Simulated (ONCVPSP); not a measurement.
**Potentials for boron compared**

Generated with ld1.x 7.5 (TM, RRKJ, ultrasoft, PAW), atompaw 4.2 or ONCVPSP 4.0.1. The cutoff is in Ry: for ld1.x and atompaw files where the sum of valence levels is converged to 10 mRy in a Bessel basis, for ONCV files where the hardest occupied wave has 1 mHa per electron of residual kinetic energy. The error is the largest all-electron minus pseudo excitation energy over each file’s own four to seven test configurations (ionisations up to +4, promotions, holes and added fractions of an electron), all of which were solved. The labels leave out finer settings (local radius, basis sizes, second energies), which also bear on the numbers. Spin-polarised tests are not counted. The rows are a selection from randomly drawn settings: files with unsolved tests, undetermined cutoffs or missed reference levels are left out.

A true bound ghost makes a file unfit for plane-wave use even where its test errors are small: the radial tests pick states by their node count and pass the ghost by.

| potential | cutoff (Ry) | largest error (meV) | bound ghosts |
| --- | --- | --- | --- |
| ONCV, PBE, scalar-relativistic, rc 1.20/3.60/2.80 (spd), local smoothed, core correction yes, reference 2s2 2p1, qcut 6/3.1/3.7, projectors 2/2/1 | 25 | +707 | none |
| ONCV, LDA (Perdew-Zunger), non-relativistic, rc 1.40/1.20 (sp), local smoothed, core correction yes, reference 2s2, qcut 5.6/5.7, projectors 3/2 | 23 | +23 | none |
| ONCV, LDA (Perdew-Zunger), scalar-relativistic, rc 1.55/3.65/3.90 (spd), local smoothed, core correction no, reference 2s2 2p1, qcut 3.9/4.4/2.7, projectors 2/2/1 | 34 | +476 | p |
| ONCV, PBE, scalar-relativistic, rc 1.55/2.90/2.20 (spd), local smoothed, core correction yes, reference 2s2 2p1, qcut 4.7/6/4.4, projectors 1/2/1 | 19 | +180 | none |
| ONCV, LDA (Perdew-Wang 92), scalar-relativistic, rc 1.45/3.50/3.55 (spd), local smoothed, core correction no, reference 2s2 2p0.75, qcut 5.1/3.6/2.9, projectors 2/3/1 | 24 | +370 | none |
| ONCV, PBEsol, scalar-relativistic, rc 1.10/0.90/0.85 (spd), local smoothed, core correction yes, reference 2s1.5, qcut 5.4/10.6/9.6, projectors 2/2/2 | 25 | +11 | none |

(1) Fill in the row for B: ONCV, PBE, scalar-relativistic, rc 1.15/2.00/2.15 (spd), local smoothed, core correction yes, reference 2s2 2p1, qcut 7.3/4.6/4.1, projectors 2/1/3.

(2) Fill in the row for B: ONCV, LDA (Perdew-Zunger), scalar-relativistic, rc 1.45/2.45 (sp), local smoothed, core correction yes, reference 2s1.5 2p1.5, qcut 5/4.5, projectors 1/2.

## Answers

(1) cutoff 23 Ry, largest error +120 meV, bound ghosts: s, d.

(2) cutoff 20 Ry, largest error +266 meV, bound ghosts: none.
